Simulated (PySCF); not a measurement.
The complex [V(SH)4]- (charge -1) contains V(III), shell d2. The structure is a PBE0-D3(BJ)/def2-TZVP geometry optimised for multiplicity 3; coordination tetrahedral, point group S4, metal–donor distances 2.31 Å.

```
9

V     0.0000    0.0000    0.0000
S     1.3282    1.3282    1.3538
H     0.3250    1.6882    2.1751
S    -1.3282   -1.3282    1.3538
H    -0.3250   -1.6882    2.1751
S    -1.3282    1.3282   -1.3538
H    -1.6882    0.3250   -2.1751
S     1.3282   -1.3282   -1.3538
H     1.6882   -0.3250   -2.1751
```

Method (PySCF 2.14, density fitting): CASSCF(2,5) with orbitals averaged over the states of highest spin, strongly contracted NEVPT2 on the averaged canonical orbitals; basis x2c-TZVPall on the metal, x2c-SVPall elsewhere; spin-free X2C; IEF-PCM dichloromethane; spin-orbit coupling by state interaction with the mean-field operator over all roots.

Question: What is the ground state?

Answer: 3B (from 3A2) (S = 1, orbital degeneracy 1), with 2.0 electrons in the lower (e-type) set and 0.0 in the upper (t2-type) set, by NEVPT2.

Question: List the excited states of the same spin.

Answer: By NEVPT2: 3E (from 3T2) at 8061 cm⁻¹ (1241 nm); 3B (from 3T2) at 8902 cm⁻¹ (1123 nm); 3A (from 3T1) at 13180 cm⁻¹ (759 nm); 3E (from 3T1) at 13798 cm⁻¹ (725 nm); 3A (from 3T1) at 20662 cm⁻¹ (484 nm); 3E (from 3T1) at 21004 cm⁻¹ (476 nm). The strongest, at 21004 cm⁻¹, has f = 1.8e-03.

Question: Which is the lowest state of another spin?

Answer: 1A (from 1E) at 11154 cm⁻¹ by NEVPT2; CASSCF alone puts it at 13497 cm⁻¹ above the same ground state.

Question: What ligand-field parameters describe the result?

Answer: At CASSCF level (the NEVPT2 levels don't fit a ligand-field model well): orbital energies 0, 951, 6972, 7094, 7094 cm⁻¹; 10Dq = 6578 cm⁻¹ (difference of the means of the two sets); B = 856 cm⁻¹; C = 3343 cm⁻¹; B over its free-ion value at the same level 0.788; rms of the fit 323 cm⁻¹; ζ = 164 cm⁻¹ (free ion 209).

Question: What are the magnetic parameters?

Answer: The ground multiplet follows a spin Hamiltonian with S = 1, g = 1.928, 1.928, 1.933, D = 0.23 cm⁻¹, E/|D| = 0.00 (spin-orbit part alone); the lowest levels hold 100 % of the spin-free ground state. μeff is 2.81 μB at 300 K and 2.73 μB at 10 K; the spin-only value is 2.83 μB.

NEVPT2 lifts 3B (from 3T2) from 7515 to 8902 cm⁻¹; on the d shell alone such lifts tend to overshoot. NEVPT2 on the d shell alone tends to put d–d bands too high for such charged or covalently bound ions.

The job took 9.7 s on one thread of Arm Neoverse V1 (shared host), with 140 basis functions, launched as `OMP_NUM_THREADS=1 python lf_run.py task.json out`.
